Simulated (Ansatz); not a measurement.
Total energies of the cluster Cs2I2 from Ansatz at PBE0-D4/def2-TZVP, gas phase (1 Eh = 27.2114 eV = 2625.5 kJ/mol). The reference geometry is relaxed at B3LYP-D4/def2-SVP.

```xyz
4

Cs   -1.883   -0.968   -1.377
Cs    1.883    0.968    1.377
I     1.736   -1.323   -1.444
I    -1.736    1.323    1.445
```

```tsv
state	geometry	energy (Eh)
charge 0 singlet	reference	-635.98475
charge 1 doublet	reference	-635.71182
charge 1 doublet	relaxed at B3LYP-D4/def2-SVP	-635.74928
charge 0 triplet	relaxed at B3LYP-D4/def2-SVP	-635.85829
charge 0 quintet	relaxed at B3LYP-D4/def2-SVP	-635.68120
free Cs atom (doublet)	–	-20.13995
free I atom (doublet)	–	-297.69312
```

In the def2 sets Cs, I take a core potential; there is no spin–orbit coupling.

Q: Work out the vertical ionisation energy to the doublet.

A: E(charge 1 doublet) − E(charge 0 singlet) = -635.71182 − (-635.98475) = 0.27293 Eh = 7.43 eV. For comparison, −ε of the highest occupied level is 5.84 eV at this level, 1.59 eV less.

Q: How much does the charge 1 doublet relax, and what is the adiabatic ionisation energy?

A: Relaxation: -635.71182 − (-635.74928) = 0.03746 Eh = 1.02 eV. Adiabatic ionisation energy: 0.23547 Eh = 6.41 eV, without zero-point energy. 

Q: Which of the charge 0 states is lowest, and how far above it are the others?

A: The singlet. triplet: -635.85829 − (-635.98475) = 0.12646 Eh = 332.0 kJ/mol; quintet: -635.68120 − (-635.98475) = 0.30355 Eh = 797.0 kJ/mol. The triplet differs in its bonds from the reference. The quintet differs in its bonds from the reference.

Q: What is the binding energy per atom against free atoms?

A: Atoms: 2 × (-20.13995) + 2 × (-297.69312) = -635.66614 Eh. Binding: -635.66614 − (-635.98475) = 0.31861 Eh = 8.67 eV, or 2.17 eV for each of 4 atoms (no zero-point energy, no counterpoise term).

The structure comes from a short search, and lower isomers may exist.
